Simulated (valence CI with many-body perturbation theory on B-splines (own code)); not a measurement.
**E1 transitions of W**

Calculated by configuration interaction combined with many-body perturbation theory (CI+MBPT): six valence electrons over a frozen Dirac-Fock core [Xe] 4f14, radial functions for each j: 7 s, 7 p, 8 d, 6 f, 4 g, 1 h, with the one-electron correlation potential Σ1 (screened to all orders), the two-electron term Σ2, the three-electron term Σ3, Breit, model QED; selected single and double excitations, second order for the rest, scaled by the run's own slope (own B-spline code, finite nucleus).

Against 8 measured levels this calculation errs by 302 cm⁻¹ on average and by 693 at most. These come from a selection out of the NIST Handbook of Basic Atomic Spectroscopic Data. Levels without a partner in it may be off by more, other configurations by 1,000 to 4,000 cm⁻¹. Among the levels kept, up to 2500 cm⁻¹ of a level comes from second order outside the variational space, and about a tenth of that is noise between levels of different J, which matters for small intervals.

Lines 1 to 9 of 9 in falling wavelength, among levels below 19441 cm⁻¹, chosen from the strongest by gf and those to the six lowest levels. Wavelengths and rates use the calculated energies, so an error of 300 cm⁻¹ moves a line at 2481 nm by 7.4 % and its rate by three times that or more. Electric multipoles are in the length gauge, E1 and E2 with the static RPA response of the core. Weak lines are less certain than strong ones. Lines between different terms over intervals too small for the method are left out, as are lines whose strength nearly cancels. The highest levels of a list are the least certain.

Names give the largest LS component (configuration and term), which can be under half, so a name can repeat, a term be missing and a line seem to break the LS rules; names also repeat where a configuration has a term twice.

| λ vac (nm) | Upper | Lower | A (s⁻¹) | S (a.u.) with core polarisation | S without |
| --- | --- | --- | --- | --- | --- |
| 2481 | 5d4.6s.6p 7F°_1 | 5d4.6s2 3F_2 | 3.60e+02 | 8.14e-03 | 8.43e-03 |
| 1992 | 5d4.6s.6p 7F°_0 | 5d4.6s2 3P_1 | 3.10e+02 | 1.21e-03 | 1.21e-03 |
| 1928 | 5d4.6s.6p 7F°_1 | 5d4.6s2 3D_2 | 7.27e+02 | 7.71e-03 | 8.04e-03 |
| 1777 | 5d4.6s.6p 7F°_1 | 5d4.6s2 3P_1 | 3.13e+01 | 2.60e-04 | 2.72e-04 |
| 1073 | 5d4.6s.6p 7F°_1 | 5d4.6s2 3P_0 | 8.48e+01 | 1.55e-04 | 1.65e-04 |
| 621.5 | 5d4.6s.6p 7F°_1 | 5d4.6s2 5D_2 | 4.92e+03 | 1.75e-03 | 2.04e-03 |
| 585.8 | 5d4.6s.6p 7F°_0 | 5d4.6s2 5D_1 | 1.08e+04 | 1.07e-03 | 1.01e-03 |
| 565.6 | 5d4.6s.6p 7F°_1 | 5d4.6s2 5D_1 | 3.91e+04 | 1.05e-02 | 1.07e-02 |
| 521.5 | 5d4.6s.6p 7F°_1 | 5d4.6s2 5D_0 | 2.81e+05 | 5.91e-02 | 6.24e-02 |
